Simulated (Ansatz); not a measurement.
What each rung costs, and what it gives

Saddle point of BNH6SO2, singlet (BNH₄O₂ ([NH2][B]([OH])[OH]) + H₂S → BH₃SO₂ ([OH][B]([OH])[SH]) + NH₃ (still joined by a long B–N bond); bonds formed: B1–S6, N2–H5; bonds broken: H5–S6; bonds weakened to dative contacts: B1–N2), PBE0-D4/def2-TZVP structure:

```
11
angstrom
B -0.5656 -0.1361 -0.3219
N 0.2166 1.1844 -0.1770
O -0.3161 -0.7497 -1.5046
O -1.6924 -0.3710 0.4109
H 0.9422 0.7157 0.5919
S 1.3009 -0.8191 1.5120
H 0.6917 1.4662 -1.0281
H -0.3144 1.9573 0.2089
H -0.7848 -1.5852 -1.5793
H -1.5438 -0.3454 1.3588
H 2.0658 -1.3170 0.5285
```

Barriers are electronic and count from the start structure reached by relaxing down the imaginary mode.

Program: Ansatz 0.2.0. Basis: as named in each row. Cores are frozen in the correlated methods. B3LYP uses VWN-RPA correlation. Extrapolation: Hartree–Fock as exp(−7.88 √X), correlation as X^−2.97.

Times are rough, for one single point on 8 threads of a shared host (Arm Neoverse V1).

The estimate by CCSD(T) at an estimated basis limit (MP2 extrapolated from triple and quadruple zeta, plus CCSD(T) − MP2 in triple zeta) is 118.7 kJ/mol.

```csv
method,basis,time (s),barrier (kJ/mol),method less estimate
HF,STO-3G,under 1,263.7,145.1
PBE-D4,STO-3G,under 1,125.7,7.0
SPW92,def2-SVP,under 1,56.8,-61.8
B3LYP-D4,6-31G,under 1,67.9,-50.8
PBE-D4,def2-SVP,under 1,80.2,-38.5
PBE0-D4,def2-SVP,under 1,91.1,-27.5
SPW92,def2-TZVPP,under 1,71.6,-47.1
PBE-D4,def2-TZVPP,1,92.0,-26.6
BLYP-D4,def2-TZVPP,1,106.7,-11.9
B3LYP-D4,def2-TZVPP,1,114.5,-4.1
BHLYP-D4,def2-TZVPP,2,126.7,8.1
PBE0-D4,def2-TZVPP,2,101.9,-16.8
CAM-B3LYP-D4,def2-TZVPP,2,121.4,2.8
wB97M-V,def2-SVP,2,102.6,-16.1
r2SCAN-D4,def2-TZVPP,3,100.1,-18.5
r2SCAN0-D4,def2-TZVPP,3,106.8,-11.8
CCSD(T),def2-SVP,3,127.3,8.7
PBE-QIDH,def2-TZVPP,3,111.0,-7.7
B2PLYP,def2-TZVPP,3,120.4,1.7
RPA on PBE,def2-TZVPP,3,126.6,8.0
wB97X-V,def2-TZVPP,4,119.4,0.7
B97M-V,def2-TZVPP,4,117.5,-1.2
wB97M-V,def2-TZVPP,4,115.8,-2.8
MP2,def2-QZVPP,16,113.3,-5.3
CCSD(T),def2-TZVPP,98,122.1,3.4
```

All methods are single points on the PBE0-D4 structures.

T1 diagnostic: at most 0.013.

Labels in which every atom is bracketed show which atoms are joined, not bond orders.
